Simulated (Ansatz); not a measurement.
Ansatz (a first-principles code) input (CCSD(T)/aug-cc-pVDZ):

Ansatz 0.2 input:
```yaml
crystal:
  periodic: [false, false, false]
  atoms:
    - {symbol: Ge, position_ang: [0.00296084, 0.00052946, 0.43654162]}
    - {symbol: F, position_ang: [1.34367754, -0.80431189, -0.52554518]}
    - {symbol: F, position_ang: [0.01888352, 1.56793281, -0.51943698]}
    - {symbol: F, position_ang: [-1.37308847, -0.76550346, -0.50716583]}
basis:
  gaussian:
    orbitals: aug-cc-pVDZ
total_charge: -1
magnetization: {spin_polarized: false}
correlation: {method: ccsd_t, electrons: outside_noble_gas}
output: {forces: true}
```

End of the output:

```
mean field evaluation 1: about -64595.3898 eV, gradient 1.9e1 eV
mean field evaluation 2: about -64595.4533 eV, gradient 2.0e1 eV
mean field evaluation 4: about -64596.3668 eV, gradient 2.2e0 eV
mean field evaluation 8: about -64596.3899 eV, gradient 1.8e-1 eV
mean field evaluation 16: about -64596.1002 eV, gradient 1.1e1 eV
mean field -64596.39022683 eV, -2373.8735558300 hartree, gradient 6.6e-6 eV, S^2 0.000000; 0 other end points of the search recorded, 0 dependent functions left out
17 core orbitals not correlated
reference -64596.39022683 eV, -2373.8735558300 hartree; 13, 13 occupied and 75, 75 virtual orbitals, 1037 factors
densities: 0.53 GiB planned
second order -19.90781313 eV of doubles, -0.00000000 eV of singles
coupled cluster: 0.39 GiB planned
cycle   1  -19.42480346 eV  change    4.8e-1 eV  update   1.3e-1
cycle   2  -19.92669552 eV  change   -5.0e-1 eV  update   4.3e-2
cycle   3  -20.05276735 eV  change   -1.3e-1 eV  update   2.1e-2
cycle   4  -20.04483505 eV  change    7.9e-3 eV  update   4.6e-3
cycle   5  -20.03811983 eV  change    6.7e-3 eV  update   2.2e-3
cycle   6  -20.03910663 eV  change   -9.9e-4 eV  update   7.4e-4
cycle   7  -20.03954242 eV  change   -4.4e-4 eV  update   2.9e-4
cycle   8  -20.03936056 eV  change    1.8e-4 eV  update   9.6e-5
cycle   9  -20.03931563 eV  change    4.5e-5 eV  update   3.3e-5
cycle  10  -20.03935441 eV  change   -3.9e-5 eV  update   1.4e-5
cycle  11  -20.03934161 eV  change    1.3e-5 eV  update   5.5e-6
perturbative correction -0.53588482 eV, -0.0196934040 hartree
the calculation of the forces begins
Total energy: -64616.96545326 eV, -2374.6296814549 hartree
Atom 0 at     0.002961     0.000529     0.436542 Å, force     0.001896     0.000339     0.279488 eV/Å
Atom 1 at     1.343678    -0.804312    -0.525545 Å, force     0.083097    -0.050062    -0.093670 eV/Å
Atom 2 at     0.018884     1.567933    -0.519437 Å, force     0.000760     0.097375    -0.093291 eV/Å
Atom 3 at    -1.373088    -0.765503    -0.507166 Å, force    -0.085752    -0.047651    -0.092528 eV/Å
Dipole moment:     0.002732     0.000489     0.402862 e Å
```
